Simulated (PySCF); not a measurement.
A run that did not reach its result, on `C(c1c([O-])occ1)(F)F` (driver script around PySCF, density fitting, GFN2-xTB geometry as the base; each input is a line of settings and coordinates in Å).

Command:
```bash
OMP_NUM_THREADS=1 python probes_run.py task.json out
```
Input:
```
{"job": {"kind": "nmr", "xc": "mPW1PW91", "basis": "pcseg-1", "pop": false, "scf": {"max_cycle": 57}}, "charge": -1, "multiplicity": 2}
O      0.040607     1.562641     1.876380
C      0.402220     0.968532     0.855519
O      1.610382     1.270683     0.239894
C      1.732299     0.456235    -0.857712
C      0.661037    -0.357107    -0.979090
C     -0.209385    -0.053809     0.103117
C     -1.496579    -0.631453     0.447179
F     -1.477770    -2.006278     0.671136
F     -2.467474    -0.524034    -0.545516
H      2.624349     0.572497    -1.444289
H      0.493289    -1.092288    -1.744793
H     -1.911778    -0.166304     1.352147
```

Output:
```
RuntimeError: Electron number 68 and spin 1 are not consistent
Note mol.spin = 2S = Nalpha - Nbeta, not 2S+1
```

**Question.** What went wrong, and what mends it?

**Answer.** 68 electrons can't have multiplicity 2: an even count needs an odd multiplicity, an odd count an even one. Mend the charge or the multiplicity. The run gave no result.

Shape of the structure used: `[O-:1][c:2]1[o:3][cH:4][cH:5][c:6]1[CH:7]([F:8])[F:9]`: C5–C6–C7–F8 59°.
